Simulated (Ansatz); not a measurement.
An input meant for the cluster W₂O₄⁺ (charge 1, doublet; atoms displaced at random, 0.15 Å in each coordinate).

```yaml
crystal:
  periodic: [false, false, false]
  atoms:
    - {symbol: W, position_ang: [-0.635396, 0.209239, 1.383693]}
    - {symbol: W, position_ang: [0.643525, 0.257903, -1.017943]}
    - {symbol: O, position_ang: [-1.654400, -0.539941, 1.118026]}
    - {symbol: O, position_ang: [2.319624, -0.125331, -0.546222]}
    - {symbol: O, position_ang: [-0.185987, -1.130375, -1.418666]}
    - {symbol: O, position_ang: [-0.373604, 1.415351, 0.353989]}
basis:
  gaussian: {orbitals: def2-SVPD}
total_charge: 1
magnetization: {spin_polarized: true, initial_magnetization: 1}
hamiltonian: {xc: {name: HF}}
correlation: {method: mp2, frozen_orbitals: {W: 9}}
```

```sh
$ ansatz run in.yaml --threads 4 --pin off --events-out ev --progress --plain --max-ram 4787MiB
```

Q: Predict how Ansatz answers.

A: The program refused the input. Frozen orbitals are typed for one element alone, and the program wants a count for each (the count typed has to fit that element's core, too).
```
Functional definition: HF
Error: "frozen_orbitals" has no count for O
```
